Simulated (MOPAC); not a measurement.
Job for MOPAC: PM7 on CH5BrO (a complex), monomers drawn apart or pushed together.

```
PM7 1SCF PRECISE CHARGE=0 THREADS=1
CH5BrO

O     -0.16628494 1     0.15741718 1     0.82802201 1
H      0.75648328 1    -0.03766400 1     1.03932364 1
H     -0.13800862 1     0.95276753 1     0.28652938 1
C      0.93170969 1    -0.04950246 1     4.35669505 1
Br     2.66089327 1    -0.19259806 1     3.43333506 1
H      1.00491324 1     0.78521554 1     5.04444309 1
H      0.77241062 1    -0.98391655 1     4.88257586 1
H      0.18204538 1     0.11717343 1     3.59102155 1
```

Program output:

```
*******************************************************************************
 **                                                                           **
 **                              MOPAC v23.2.5                                **
 **                                                                           **
 *******************************************************************************
 ** MOPAC's Digital Object Identifier: https://doi.org/10.5281/zenodo.6511958 **
 **                                                                           **
 ** Please cite the open-source release paper for use of this MOPAC version:  **
 ** J. E. Moussa and J. J. P. Stewart (2026)                                  **
 ** MOPAC: An open-source semiempirical molecular orbital program             **
 ** J. Open Source Softw., 11(119), 8025, https://doi.org/10.21105/joss.08025 **
 *******************************************************************************

                              PM7 CALCULATION RESULTS

 *******************************************************************************
 *  PM7        - The PM7 Hamiltonian to be used
 *
 *
 *
 *                 CHARGE ON SYSTEM = 0
 *
 *
 *
 *  PRECISE    - TIGHTER CRITERIA TO BE USED
 *  1SCF       - DO 1 SCF AND THEN STOP
 *  THREADS=1  - MULTI-THREADING NOT USED
 *  T=         - A TIME OF 172800.0 SECONDS REQUESTED
 *  DUMP=N     - RESTART FILE WRITTEN EVERY 7200.0 SECONDS REQUESTED
 *******************************************************************************
PM7 1SCF PRECISE CHARGE=0 THREADS=1
 CH5BrO

   ATOM   CHEMICAL          X               Y               Z
  NUMBER   SYMBOL      (ANGSTROMS)     (ANGSTROMS)     (ANGSTROMS)

     1       O         -0.16628494  *   0.15741718  *   0.82802201  *
     2       H          0.75648328  *  -0.03766400  *   1.03932364  *
     3       H         -0.13800862  *   0.95276753  *   0.28652938  *
     4       C          0.93170969  *  -0.04950246  *   4.35669505  *
     5      Br          2.66089327  *  -0.19259806  *   3.43333506  *
     6       H          1.00491324  *   0.78521554  *   5.04444309  *
     7       H          0.77241062  *  -0.98391655  *   4.88257586  *
     8       H          0.18204538  *   0.11717343  *   3.59102155  *



          CARTESIAN COORDINATES

    NO.       ATOM           X           Y           Z

     1         O         -0.1663      0.1574      0.8280
     2         H          0.7565     -0.0377      1.0393
     3         H         -0.1380      0.9528      0.2865
     4         C          0.9317     -0.0495      4.3567
     5        Br          2.6609     -0.1926      3.4333
     6         H          1.0049      0.7852      5.0444
     7         H          0.7724     -0.9839      4.8826
     8         H          0.1820      0.1172      3.5910

 General Reference for PM7:
 "Optimization of Parameters for Semiempirical Methods VI: More Modifications to the
 NDDO Approximations and Re-optimization of Parameters", J. J. P. Stewart, J. Mol. Mod., 1:32, 19 (2013)
 https://link.springer.com/article/10.1007/s00894-012-1667-x

           Empirical Formula: C H5 O Br  =     8 atoms



      MOLECULAR POINT GROUP   :   C1


      RHF CALCULATION, NO. OF DOUBLY OCCUPIED LEVELS = 11


 -------------------------------------------------------------------------------
 PM7 1SCF PRECISE CHARGE=0 THREADS=1
 CH5BrO



     1SCF WAS SPECIFIED, SO BFGS WAS NOT USED
     SCF FIELD WAS ACHIEVED


                              PM7 CALCULATION
                                                       MOPAC v23.2.5 Linux




          FINAL HEAT OF FORMATION =        -66.52568 KCAL/MOL =    -278.34343 KJ/MOL


          COSMO AREA              =        114.49 SQUARE ANGSTROMS
          COSMO VOLUME            =         94.64 CUBIC ANGSTROMS

          IONIZATION POTENTIAL    =         10.364868 EV
          HOMO LUMO ENERGIES (EV) =        -10.365  0.355
          NO. OF FILLED LEVELS    =         11
          MOLECULAR WEIGHT        =        112.9539         POINT GROUP:  C1

          MOLECULAR DIMENSIONS (Angstroms)

            Atom       Atom       Distance
            H     7    H     3     5.06984
           Br     5    O     1     2.42563
            H     2    H     6     2.32078


          SCF CALCULATIONS        =          1





   ATOM   CHEMICAL          X               Y               Z
  NUMBER   SYMBOL      (ANGSTROMS)     (ANGSTROMS)     (ANGSTROMS)

     1       O         -0.16628494  *   0.15741718  *   0.82802201  *
     2       H          0.75648328  *  -0.03766400  *   1.03932364  *
     3       H         -0.13800862  *   0.95276753  *   0.28652938  *
     4       C          0.93170969  *  -0.04950246  *   4.35669505  *
     5      Br          2.66089327  *  -0.19259806  *   3.43333506  *
     6       H          1.00491324  *   0.78521554  *   5.04444309  *
     7       H          0.77241062  *  -0.98391655  *   4.88257586  *
     8       H          0.18204538  *   0.11717343  *   3.59102155  *

                             CARTESIAN COORDINATES

   1    O       -0.166284940     0.157417180     0.828022010
   2    H        0.756483280    -0.037664000     1.039323640
   3    H       -0.138008620     0.952767530     0.286529380
   4    C        0.931709690    -0.049502460     4.356695050
   5   Br        2.660893270    -0.192598060     3.433335060
   6    H        1.004913240     0.785215540     5.044443090
   7    H        0.772410620    -0.983916550     4.882575860
   8    H        0.182045380     0.117173430     3.591021550


           Empirical Formula: C H5 O Br  =     8 atoms



      MOLECULAR POINT GROUP   :   C1


                  EIGENVALUES
 -29.43474 -26.62763 -23.30559 -17.75592 -15.20671 -15.18907 -14.24011 -12.92278
 -12.10911 -10.39295 -10.36487   0.35519   3.98488   5.01436   5.09695   5.85449
   6.28890 257.55227 257.57624 257.60927 258.20931 258.21912


              NET ATOMIC CHARGES AND DIPOLE CONTRIBUTIONS

  ATOM NO.   TYPE          CHARGE      No. of ELECS.   s-Pop       p-Pop       d-Pop
    1          O          -0.657578        6.6576     1.81980     4.83778
    2          H           0.329949        0.6701     0.67005
    3          H           0.326561        0.6734     0.67344
    4          C          -0.383757        4.3838     1.09398     3.28978
    5         Br          -0.119597        7.1196     1.96049     5.15548     0.00362
    6          H           0.163507        0.8365     0.83649
    7          H           0.165685        0.8343     0.83432
    8          H           0.175231        0.8248     0.82477
 DIPOLE           X         Y         Z       TOTAL
 POINT-CHG.    -0.181     1.072     0.348     1.141
 HYBRID         0.238     0.163    -0.051     0.293
 SUM            0.057     1.235     0.297     1.272


          ATOMIC ORBITAL ELECTRON POPULATIONS

     Atom    s        px        py        pz      x^2-y^2     xz        z^2       yz        xy
    1  O   1.81980   1.44347   1.59215   1.80215
    2  H   0.67005
    3  H   0.67344
    4  C   1.09398   0.97220   1.18773   1.12985
    5 Br   1.96049   1.34954   1.99416   1.81178   0.00111   0.00137   0.00039   0.00021   0.00054
    6  H   0.83649
    7  H   0.83432
    8  H   0.82477

 **********************
 *                    *
 * JOB ENDED NORMALLY *
 *                    *
 **********************




 == MOPAC DONE ==
```

The run finished.

Cost: roughly 0.03 core-seconds.
